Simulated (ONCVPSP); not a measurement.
Logarithmic derivatives: Br, ONCV

| Property | Result |
| --- | --- |
| Element | bromine |
| Generator | ONCVPSP 4.0.1 |
| Type | optimised norm-conserving Vanderbilt (ONCV) |
| Functional | PBEsol |
| Relativity | scalar-relativistic |
| Frozen core | [Ar] 3d10 |
| Valence charge | 7 |
| Reference configuration | 4s2 4p5 |
| Partial waves | 4s: rc 1.35 bohr, ncon 4, nbas 8, qcut 4.6 1/bohr, 1 projector; 4p: rc 1.80 bohr, ncon 5, nbas 10, qcut 4.4 1/bohr, 2 projectors, debl 0.9 Ha |
| Local potential | polynomial inside 1.10 bohr (lpopt 4, dvloc0 0 Ha) |
| Core correction | polynomial model core, fcfact 0.2 |

The phase is arctan(r·R′/R) of the radial function R(r), unwrapped; energies in Ha, scanned from -2 to 5 Ha. A pole is an energy at which the radial function vanishes at the test radius. The pseudo phase is shifted by a multiple of π to meet the all-electron one at the reference energy, and phase errors are pseudo minus all-electron; the curves can meet again beyond the range given. Levels narrower than the energy grid can be missing from the lists of poles.

| channel | radius (bohr) | reference energy (Ha) | poles, all-electron | poles, pseudo | unbroken range about the reference energy with phases within 0.05 rad | phase error 1 Ha above the reference energy (rad) |
| --- | --- | --- | --- | --- | --- | --- |
| s | 1.37 | -0.74 | 3.95 | 0.80, 4.69 | below 0.3 | -0.040 |
| p | 1.83 | -0.29 | 1.52 | 1.52 | below 3.7 | +0.000 |

Note: no bound ghost flagged; GHOST(+) flagged for s at 27.7 eV.

Phases in the p channel:

```tsv
E (Ha)	all-electron	pseudo
-1.98	1.041	1.040
-1.62	0.897	0.897
-1.26	0.631	0.631
-0.90	0.113	0.112
-0.54	-0.575	-0.575
-0.18	-1.023	-1.023
0.18	-1.253	-1.253
0.54	-1.384	-1.384
0.90	-1.470	-1.470
1.26	-1.532	-1.533
1.62	-1.584	-1.584
1.98	-1.630	-1.631
2.34	-1.676	-1.678
2.70	-1.726	-1.730
3.06	-1.787	-1.796
3.42	-1.871	-1.891
3.78	-2.002	-2.058
4.14	-2.247	-2.435
4.50	-2.781	-3.314
4.86	-3.585	-4.048
```
